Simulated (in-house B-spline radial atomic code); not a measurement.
Atomic self-consistent-field run: Xe IX (Xe8+). Computed with an all-electron radial atomic-structure program (B-spline basis): scalar-relativistic (X2C) B97-1, spin-polarised, spherical fractional occupations, Fermi nucleus of rms radius 4.7859 fm.

Command:
```bash
python run_scf.py task.json out
```
Settings (nuclear radius in fm, mass in u):
```
Z                54
configuration    [Kr] 4d10
hamiltonian      x2c
method           b97_1
spin_polarised   True
nucleus          fermi
rms_radius       4.7859
atomic_mass      131.90416
speed_of_light   137.035999084
```

Output (hartree, bohr):
```
 radial grid: 65 intervals, B-splines of order 8, outer radius 11.954 bohr

 iter        energy (Eh)    residual
    1       -7403.510112    1.33e+00
    2       -7422.315898    7.14e-01
    3       -7430.163039    1.96e-01
    4       -7430.687691    4.99e-02
    5       -7430.710165    2.49e-02
    6       -7430.719221    2.77e-03
    7       -7430.719252    8.20e-05
    8       -7430.719253    3.07e-06
    9       -7430.719253    7.98e-08

 total energy                     -7430.71925
 kinetic                            7895.8409
 electron-nucleus                 -17880.0816
 Hartree                            2738.8883
 exact exchange                      -38.4124
 exchange-correlation               -146.9545

 orbital      occ     eigenvalue          <r>       <r^2>       <1/r>       r_max
 1s up      1.000     -1267.9533    0.0260356 0.000929268     61.1629     0.01642
 1s down    1.000     -1267.9533    0.0260356 0.000929268     61.1629     0.01642
 2s up      1.000      -201.6613     0.114039   0.0154022     13.9461     0.09684
 2s down    1.000      -201.6613     0.114039   0.0154022     13.9461     0.09684
 2p up      3.000      -181.4762          0.1   0.0122228     12.7994     0.07747
 2p down    3.000      -181.4762          0.1   0.0122228     12.7994     0.07747
 3s up      1.000       -44.8604     0.305823     0.10702     4.93423       0.279
 3s down    1.000       -44.8604     0.305823     0.10702     4.93423       0.279
 3p up      3.000       -38.2932     0.303778    0.107102     4.58554      0.2728
 3p down    3.000       -38.2932     0.303778    0.107102     4.58554      0.2728
 3d up      5.000       -28.4929     0.280548   0.0930318     4.31624      0.2257
 3d down    5.000       -28.4929     0.280548   0.0930318     4.31624      0.2257
 4s up      1.000       -11.5239     0.713907    0.574975     1.98835      0.6602
 4s down    1.000       -11.5239     0.713907    0.574975     1.98835      0.6602
 4p up      3.000        -9.4091     0.758437    0.653491     1.80969      0.6918
 4p down    3.000        -9.4091     0.758437    0.653491     1.80969      0.6918
 4d up      5.000        -6.2718     0.850799    0.836722     1.54943      0.7436
 4d down    5.000        -6.2718     0.850799    0.836722     1.54943      0.7436
```

Cost of the run: 0.25 s on 1 thread of Intel(R) Xeon(R) 6975P-C, with other jobs on the host.

One-electron X2C: radii and densities carry no picture-change correction, so inner-shell <1/r> comes out high (for 1s by about 2 % at Z = 33, 5 % at 54, 10 % at 75, 30 % at 118) and <r> low.
